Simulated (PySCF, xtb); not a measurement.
C3H13NSi2, SMILES CCC(N)([SiH3])[SiH3].

GFN2-xTB run with xtb at its own geometry gives an orbital gap of 4.11 eV and a dipole moment of 0.96 D.

Coordinates come from a PBE0-D3(BJ)/def2-SVP optimisation. The structure was generated by enumeration, and PubChem lists no compound with its InChIKey, so it may never have been made. Other conformers were not sampled.

Task: What does PBE/def2-TZVP (PySCF) give? (An estimate is asked for; the answer gives what the named calculation found.)

Result: gap 4.80 eV (levels -5.37 and -0.57 eV), dipole 0.91 D.
